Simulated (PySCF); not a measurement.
Gas-phase reaction: Ga₂H₆ ⇌ 2 GaH₃

Energies from PySCF, thermal terms from the rigid-rotor harmonic-oscillator model, ideal gas at 1 bar. † marks an energy on the PBE0/def2-TZVP geometry and frequencies; other levels use their own. All species are closed-shell singlets. B3LYP is the form with VWN-RPA correlation. Ga: all electrons, no relativistic terms. Ga₂H₆, GaH₃: computed as isolated molecules; such fragments, hydroxides, amides, oligomers or adducts are transient or little studied in the gas.

ωB97M-V/def2-TZVP† gives ΔH°(298 K) = 105 kJ.

Q: What do B3LYP/def2-TZVP†, PBE/def2-SVP, M06-2X/def2-TZVP† give?

A: B3LYP/def2-TZVP†: 89 kJ; PBE/def2-SVP: 116 kJ; M06-2X/def2-TZVP†: 118 kJ. For scale, ΔH°(298 K) is 105 kJ at this level, 106 kJ at ωB97X-V/def2-TZVP†, and runs from 50 to 158 kJ over the 19 levels computed.
